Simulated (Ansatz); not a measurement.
This geometry of Cl4H3NSn (9 atoms, charge 0, multiplicity 1) is a first-order saddle point.

All numbers below come from RKS PBE0-D4/def2-SVP in Ansatz.

```xyz
9
Properties=species:S:1:pos:R:3
Sn -0.556 0.074 -0.262
Cl -0.121 1.044 2.644
Cl 1.440 -1.036 0.104
Cl -0.453 2.333 -0.741
Cl -1.383 -0.884 -2.232
N -2.021 -0.406 1.137
H -2.148 -1.419 1.202
H -2.922 -0.001 0.876
H -1.235 0.295 2.214
```

(1) Which two structures does it join? (They come from a converged band through this point; their orientation in space is the band's.)

(2) How far does it lie above each of them?

## Answers

(1) Bonds broken: Sn1–Cl2, N6–H9. Bonds formed: Cl2–H9. Cl4H3NSn becomes Cl3H2NSn + ClH.

First end point:

```xyz
9
Properties=species:S:1:pos:R:3
Sn -0.109 0.015 0.153
Cl 0.493 -0.173 2.424
Cl 2.053 0.050 -0.765
Cl -0.838 2.116 -0.629
Cl -0.907 -1.913 -0.944
N -2.287 -0.020 1.075
H -2.809 -0.808 0.690
H -2.769 0.850 0.847
H -2.227 -0.118 2.090
```

Last end point:

```xyz
9
Properties=species:S:1:pos:R:3
Sn -0.629 -0.013 -0.488
Cl -0.298 1.012 3.227
Cl 1.395 -0.997 0.037
Cl -0.458 2.276 -0.761
Cl -1.364 -0.926 -2.503
N -1.950 -0.384 1.021
H -2.105 -1.386 1.147
H -2.856 0.052 0.839
H -1.132 0.366 2.422
```

(2) 140.8 kJ/mol above the first and 4.9 kJ/mol above the second. This is the barrier of this one path; another mechanism may lie lower. The orbitals stay closed-shell, which can raise the energy where a bond breaks towards radicals; this wasn't checked here.

Time of the run: 6.1 min on 4 threads of Arm Neoverse V1, with other jobs on the host, peak memory 0.4 GiB.
